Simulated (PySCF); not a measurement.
Several structures and their simulated spectra, in scrambled order.

A. `InChI=1S/C7H7ClO/c1-9-7-4-2-3-6(7)5-8/h2-5H,1H3/b6-5-`
B. `COC(=O)C=C1CC1`
C. `O(C(F)(F)F)CCCl`

Spectrum 1. 1H NMR (400 MHz, computed): δ 6.48 (s, 1H), 3.92 (s, 3H), 1.51 (m, 2H), 1.19 (m, 2H). 13C{1H} NMR (computed): δ 172.8 (C), 155.7 (C), 117.4 (CH), 53.4 (CH3), 7.6 (CH2), 4.0 (CH2).

Spectrum 2. 1H NMR (400 MHz, computed): δ 6.89 (s, 1H), 6.36 (m, 1H), 5.60 (d, 1H), 5.25 (d, 1H), 3.91 (s, 3H). 13C{1H} NMR (computed): δ 165.6 (C), 147.5 (C), 142.4 (CH), 138.1 (CH), 116.6 (CH), 104.9 (CH), 57.4 (CH3).

Spectrum 3. 1H NMR (400 MHz, computed): δ 4.35 (t, 2H), 3.86 (t, 2H). 13C{1H} NMR (computed): δ 130.8 (C), 73.4 (CH2), 49.2 (CH2).

PySCF 2.14 calculation with shielding tensors at PBE0/pcSseg-1 (GIAO) and geometry: GFN2-xTB; one computed conformer, isolated molecule, fast rotation and ring inversion assumed for equivalent nuclei, relativity neglected.

Shifts are taken against calculated references (same method and geometry level): TMS for 1H (σref 31.72), 13C (σref 186.93). Splittings of carbon signals by F and P are missing where no couplings were computed. Where no couplings were computed, multiplicities follow the n + 1 count of equivalent neighbours, and m marks all less simple cases (inequivalent or close neighbours, rings, F or P nearby). Shifts are as computed. Against solution values, carbons near 30 ppm lie about +3 ppm off and those near 130 ppm about +5 ppm; carbons on Cl a further +6 ppm. Of 1211 compounds with measured shifts, 218 miss one by over three times the rms of a fit or turn the order of signals round; such compounds aren't used in these exercises. Carbons bonded to Cl come out too deshielded.

Task: Which spectrum belongs to which compound?

Result: 1–B, 2–A, 3–C.

- Spectrum 1 (B): 6 13C signals; δC 172.8 is an ester carbonyl carbon; δC 155.7 is a β carbon of a C=C–C=O unit.
- Spectrum 2 (A): 7 13C signals; δC 165.6 is an alkene carbon bearing oxygen; δC 147.5 is a fully substituted alkene carbon.
- Spectrum 3 (C): 3 13C signals; δC 130.8 is a CF3 carbon; δC 73.4 is an sp3 CH2 bonded to O.
